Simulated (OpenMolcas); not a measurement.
Computed levels of 5d³ in ions with 71 electrons, in cm-1 above ⁴F_3/2.

| Property | Result |
| --- | --- |
| Program | OpenMolcas |
| Method | XMS-CASPT2, IPEA 0.25 Eh, imaginary shift 0.1 Eh |
| Basis | ANO-RCC-VTZP |
| Scalar Hamiltonian | DKH2, point nucleus |
| Spin-orbit coupling | RASSI with atomic mean-field integrals over the reference wave functions, term energies averaged over their components |

Active space for each ion: 3 electrons in 5 orbitals (5d); closed shells correlated by CASPT2: 5s 5p.

```json
{"Level": "⁴F_5/2", "Re4+": "4920", "Ir6+": "8460", "Pt7+": "10480"}
{"Level": "⁴F_7/2", "Re4+": "9120", "Ir6+": "14620", "Pt7+": "17580"}
{"Level": "⁴P_1/2", "Re4+": "14770", "Ir6+": "19880", "Pt7+": "22640"}
{"Level": "²G_7/2", "Re4+": "19580", "Ir6+": "27930", "Pt7+": "32580"}
{"Level": "²H_9/2", "Re4+": "20630", "Ir6+": "29450", "Pt7+": "34450"}
{"Level": "⁴P_5/2", "Re4+": "21530", "Ir6+": "29810", "Pt7+": "34220"}
{"Level": "²P_1/2", "Re4+": "24290", "Ir6+": "35070", "Pt7+": "40860"}
{"Level": "²H_11/2", "Re4+": "27980", "Ir6+": "38710", "Pt7+": "44580"}
{"Level": "²D_5/2(1)", "Re4+": "29640", "Ir6+": "41350", "Pt7+": "47580"}
```

Q: Estimate ⁴F_7/2, ⁴P_1/2, ²G_7/2 for Os5+ from its neighbours Re4+ and Ir6+.

A: ⁴F_7/2 is fine structure, which grows about as the fourth power of a screened charge, so the fourth roots are averaged: ((9120^0.25 + 14620^0.25) / 2)^4 = 11628. The calculation gives 11670, so the estimate is off by -0.4 %; the measured value is 11444 (the list in Brasseur, Palmeri and Quinet, Atoms 13, 11 (2025)).
⁴P_1/2 is another term, which grows about linearly with the charge: (14770 + 19880) / 2 = 17325. The calculation gives 17240, so the estimate is off by +0.5 %; the measured value is 16772 (the list in Brasseur, Palmeri and Quinet, Atoms 13, 11 (2025)).
²G_7/2 is another term, which grows about linearly with the charge: (19580 + 27930) / 2 = 23755. The calculation gives 23410, so the estimate is off by +1.5 %; the measured value is 22920 (the list in Brasseur, Palmeri and Quinet, Atoms 13, 11 (2025)).

Mixed levels, with the weight of the term that names them: Re4+ ⁴P_1/2 (65 %), Re4+ ²H_9/2 (56 %), Re4+ ²P_1/2 (65 %), Os5+ ⁴P_1/2 (67 %), Os5+ ²H_9/2 (56 %), Os5+ ²P_1/2 (67 %), Ir6+ ⁴P_1/2 (67 %), Ir6+ ²H_9/2 (55 %), Ir6+ ²P_1/2 (67 %), Pt7+ ⁴P_1/2 (67 %), Pt7+ ²G_7/2 (74 %), Pt7+ ²H_9/2 (54 %), Pt7+ ²P_1/2 (67 %).

CASPT2 does not keep the components of a term degenerate, so their means are used; among the terms shown or strongly mixed into the levels shown the widest spread is 1100 cm-1 (5d³ ⁴F, Ir6+). The CASPT2 spread within a term exceeds the gap to the next term for 5d³ ²H and 5d³ ²D(1), so the order of their levels is uncertain (holds for Re4+). Computed and measured levels are paired by configuration, term and J; levels that our copy of the source lacks, or whose pairing is in doubt (as where it misses far off the trend of its configuration), stay unpaired and out of the deviations. Only configurations of the active space appear.

A number in round brackets counts repeated terms of one configuration in the order of the reference energies.
